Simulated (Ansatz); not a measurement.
Isolated molecules relaxed with PBE0-D4/def2-TZVP in Ansatz; ΔE leaves out vibrations. CCSD(T)/CBS is the MP2 limit (def2-TZVPP, def2-QZVPP) plus CCSD(T) − MP2 in def2-TZVPP, frozen cores. Functionals use def2-TZVPP. For Ge, Se outer-core shells are correlated without core-valence functions, which leaves a few kJ/mol of doubt a bond. Scalar relativity is left out up to krypton. Each species was taken in one conformer, which may not be the lowest.

`O[SiH2][BH][GeH3]` + `[SiH3][SeH]` → `[SiH3][Se][GeH3]` + `B[SiH2]O`  (cleavage of the Ge–B bond)

CCSD(T)/CBS gives -13.9 kcal/mol.

Task: Another level gave -14.3 kcal/mol. Which?
A. r2SCAN0/def2-TZVPP
B. LDA (SPW92)/def2-TZVPP
C. LC-ωPBE/def2-TZVPP
D. SCS-MP2/def2-TZVPP

Result: A. r2SCAN0 -14.3, LC-ωPBE -13.1, SCS-MP2/def2-TZVPP -15.9, LDA (SPW92) -10.1 kcal/mol.

Largest T1 diagnostic among the species: 0.013.

From r2SCAN to r2SCAN0 (25 % exact exchange), in def2-TZVPP and without D4, ΔE moves by −0.9 kcal/mol. Leaving LDA and LC-ωPBE aside and taking each functional with its dispersion term where it has one, the values, not all of them listed here, spread over 3.6 kcal/mol, from BHLYP-D4 to B97M-V. LDA lies +1.9 kcal/mol from PBE without D4.
